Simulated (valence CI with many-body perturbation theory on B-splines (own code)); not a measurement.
**Forbidden lines of Xe48+**

Level of theory: valence CI with perturbative core correlation (CI+MBPT): four valence electrons over a frozen Dirac-Fock core [He], a basis of 11 s, 11 p, 10 d, 8 f, 5 g, 2 h functions for each j, with the one-electron correlation potential Σ1, the two-electron term Σ2, the three-electron term Σ3, Breit, model QED; selected CI, second order for the rest, scaled by the run's own slope (own B-spline code, finite nucleus).

No measured spectrum was set against this ion. As an estimate, large intervals hold to a few tenths of a per cent, small ones and those within an open d or f shell to about a per cent. Among the levels kept, up to 880 cm⁻¹ of a level comes from second order outside the variational space, and about a tenth of that is noise between levels of different J, which matters for small intervals.

Lines 1 to 50 of 68 in falling wavelength, among levels below 467.40 Ry, chosen from the decays that carry over 1 % of a level's rate. Wavelengths and rates use the calculated energies. Electric multipoles are in the length gauge with retardation, E1 and E2 with the static RPA response of the core. M1 uses the relativistic operator with retardation. S is in atomic units (e²a₀⁴ for E2 and M2, e²a₀⁶ for E3), for M1 in squared Bohr magnetons. Weak lines are less certain than strong ones. Lines between different terms over intervals too small for the method are left out, as are lines whose strength nearly cancels. The highest levels of a list are the least certain.

Levels are named by their leading jj configuration (3d3/2^4 stands for four electrons in 3d with j = 3/2), which in mixed levels can hold well under half, so a name can repeat and another be missing. Letters in brackets count levels of one name in rising energy.

```
λ vac (Å)                           Upper                       Lower  Type   A (s⁻¹)  S (a.u.)
    791.3          (2s^2 2p1/2 2p3/2) J=2      (2s^2 2p1/2 2p3/2) J=1    M1  1.04e+04  9.51e-01
    37.28          (2s^2 2p1/2 2p3/2) J=1          (2s^2 2p1/2^2) J=0    M1  2.41e+08  1.39e+00
    35.93              (2s^2 2p3/2^2) J=2      (2s^2 2p1/2 2p3/2) J=2    M1  2.00e+08  1.72e+00
    35.60          (2s^2 2p1/2 2p3/2) J=2          (2s^2 2p1/2^2) J=0    E2  3.29e+05  8.41e-05
    34.37              (2s^2 2p3/2^2) J=2      (2s^2 2p1/2 2p3/2) J=1    M1  2.04e+08  1.53e+00
    30.90              (2s^2 2p3/2^2) J=0      (2s^2 2p1/2 2p3/2) J=1    M1  5.23e+08  5.72e-01
    2.818          (2s^2 2p3/2 3d5/2) J=4            (2s 2p3/2^3) J=2    E2  6.62e+08  9.45e-07
    2.634          (2s^2 2p3/2 3d5/2) J=4  (2s 2p1/2 2p3/2^2) J=2 [b]    E2  4.83e+08  4.92e-07
    2.620          (2s^2 2p3/2 3p1/2) J=2          (2s^2 2p3/2^2) J=0    E2  7.16e+10  3.95e-05
    2.612          (2s^2 2p1/2 3p1/2) J=1      (2s^2 2p1/2 2p3/2) J=2    E2  2.09e+11  6.80e-05
    2.611          (2s 2p1/2^2 3p1/2) J=0      (2s 2p1/2^2 2p3/2) J=2    E2  4.00e+11  4.34e-05
    2.603          (2s^2 2p1/2 3p1/2) J=1      (2s^2 2p1/2 2p3/2) J=1    E2  2.05e+11  6.56e-05
    2.599          (2s^2 2p3/2 3d5/2) J=4      (2s 2p1/2 2p3/2^2) J=3    E2  1.91e+09  1.82e-06
    2.599          (2s^2 2p3/2 3p1/2) J=1          (2s^2 2p3/2^2) J=2    E2  2.17e+11  6.91e-05
    2.598          (2s^2 2p3/2 3p1/2) J=2          (2s^2 2p3/2^2) J=2    E2  2.82e+11  1.49e-04
    2.597      (2s 2p1/2 2p3/2 3p3/2) J=4  (2s 2p1/2 2p3/2^2) J=2 [b]    E2  1.05e+10  1.00e-05
    2.595          (2s^2 2p1/2 3p1/2) J=0      (2s^2 2p1/2 2p3/2) J=2    E2  3.94e+11  4.14e-05
    2.586          (2s 2p3/2^2 3p1/2) J=0            (2s 2p3/2^3) J=2    E2  2.34e+11  2.42e-05
    2.578          (2s 2p3/2^2 3p3/2) J=4            (2s 2p3/2^3) J=2    E2  6.30e+10  5.77e-05
    2.563      (2s 2p1/2 2p3/2 3p3/2) J=4      (2s 2p1/2 2p3/2^2) J=3    E2  1.13e+11  1.01e-04
    2.562  (2s 2p1/2 2p3/2 3p3/2) J=0 [b]  (2s 2p1/2 2p3/2^2) J=2 [b]    E2  2.01e+11  1.98e-05
    2.558  (2s 2p1/2 2p3/2 3p3/2) J=1 [d]  (2s 2p1/2 2p3/2^2) J=2 [b]    E2  1.18e+11  3.47e-05
    2.553  (2s 2p1/2 2p3/2 3p3/2) J=1 [d]  (2s 2p1/2 2p3/2^2) J=1 [a]    E2  9.88e+10  2.87e-05
    2.551          (2s 2p1/2^2 3p3/2) J=2      (2s 2p1/2^2 2p3/2) J=2    E2  1.39e+11  6.73e-05
    2.550          (2s^2 2p3/2 3p3/2) J=1          (2s^2 2p3/2^2) J=2    E2  1.40e+11  4.04e-05
    2.550          (2s^2 2p1/2 3p3/2) J=2      (2s^2 2p1/2 2p3/2) J=2    E2  1.40e+11  6.73e-05
    2.545      (2s 2p1/2 2p3/2 3p3/2) J=4  (2s 2p1/2 2p3/2^2) J=2 [a]    E2  7.12e+09  6.11e-06
    2.542          (2s^2 2p1/2 3p3/2) J=2      (2s^2 2p1/2 2p3/2) J=1    E2  6.26e+10  2.97e-05
    2.539          (2s 2p3/2^2 3p3/2) J=0            (2s 2p3/2^3) J=2    E2  8.94e+10  8.42e-06
    2.521      (2s 2p1/2 2p3/2 3d5/2) J=5      (2s 2p1/2 2p3/2^2) J=3    M2  5.88e+09  5.89e-06
    2.521      (2s 2p1/2 2p3/2 3d5/2) J=5      (2s 2p1/2 2p3/2^2) J=3    E3  2.71e+08  6.14e-06
    2.511  (2s 2p1/2 2p3/2 3p3/2) J=0 [b]  (2s 2p1/2 2p3/2^2) J=2 [a]    E2  6.26e+10  5.59e-06
    2.507          (2s^2 2p3/2 3d5/2) J=4          (2s^2 2p3/2^2) J=2    M2  5.58e+09  4.44e-06
    2.507          (2s^2 2p3/2 3d5/2) J=4          (2s^2 2p3/2^2) J=2    E3  3.84e+08  6.83e-06
    2.421          (2s^2 2p3/2 3d5/2) J=4      (2s 2p1/2^2 2p3/2) J=2    E2  2.96e+09  1.98e-06
    2.394          (2s 2p3/2^2 3p3/2) J=4      (2s 2p1/2 2p3/2^2) J=3    E2  1.05e+11  6.64e-05
    2.390      (2s 2p1/2 2p3/2 3p3/2) J=4      (2s 2p1/2^2 2p3/2) J=2    E2  2.20e+11  1.38e-04
    2.389          (2s 2p3/2^2 3p3/2) J=0  (2s 2p1/2 2p3/2^2) J=2 [b]    E2  2.30e+11  1.60e-05
    2.384  (2s 2p1/2 2p3/2 3p3/2) J=1 [d]      (2s 2p1/2^2 2p3/2) J=1    E2  1.29e+11  2.67e-05
    2.381          (2s^2 2p3/2 3p3/2) J=1      (2s^2 2p1/2 2p3/2) J=2    E2  1.70e+11  3.49e-05
    2.380          (2s^2 2p1/2 3p3/2) J=2          (2s^2 2p1/2^2) J=0    E2  1.89e+11  6.44e-05
    2.378          (2s 2p3/2^2 3p3/2) J=4  (2s 2p1/2 2p3/2^2) J=2 [a]    E2  1.68e+11  1.03e-04
    2.353      (2s 2p1/2 2p3/2 3d5/2) J=5      (2s 2p1/2^2 2p3/2) J=2    E3  6.95e+08  9.71e-06
    2.343          (2s^2 2p3/2 3d5/2) J=4      (2s^2 2p1/2 2p3/2) J=2    M2  2.19e+09  1.24e-06
    2.343          (2s^2 2p3/2 3d5/2) J=4      (2s^2 2p1/2 2p3/2) J=2    E3  2.88e+08  3.19e-06
    2.336          (2s^2 2p3/2 3d5/2) J=4      (2s^2 2p1/2 2p3/2) J=1    E3  4.68e+08  5.09e-06
    2.293       (2p1/2 2p3/2^2 3d3/2) J=4  (2s 2p1/2 2p3/2^2) J=2 [b]    E2  5.12e+11  2.61e-04
    2.291       (2p1/2^2 2p3/2 3d3/2) J=2      (2s 2p1/2^2 2p3/2) J=1    E2  4.72e+11  1.33e-04
    2.290       (2p1/2 2p3/2^2 3d5/2) J=4  (2s 2p1/2 2p3/2^2) J=2 [b]    E2  1.74e+11  8.80e-05
    2.289      (2s 2p1/2 2p3/2 3d3/2) J=4      (2s^2 2p1/2 2p3/2) J=2    E2  4.42e+11  2.23e-04
```
